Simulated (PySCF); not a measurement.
Constitutional and geometric isomers with formula C3H10Si. Isolated molecules, 0 K electronic values unless said otherwise. One relaxed conformer stands for each flexible species; it need not be the lowest. Strings in code marks are SMILES.

Calculation: PBE-D3(BJ)/def2-TZVP // B3LYP-D3(BJ)/def2-TZVP (PySCF 2.14.0). All candidates: neutral, multiplicity 1. 

```yaml
HOMO–LUMO gap: 6.79 eV
HOMO: -6.89 eV
```

### Question
Name which member has these values.
A. `CC[SiH2]C` (C–C–Si–C torsion 180°)
B. `CCC[SiH3]` (C–C–C–Si torsion 180°)
C. `C[SiH](C)C`
D. `CC(C)[SiH3]`

### Answer
D, `CC(C)[SiH3]`. The others give `CCC[SiH3]` (C–C–C–Si torsion 180°): 7.15 eV, -7.22 eV; `C[SiH](C)C`: 7.55 eV, -7.22 eV; `CC[SiH2]C` (C–C–Si–C torsion 180°): 7.12 eV, -6.95 eV
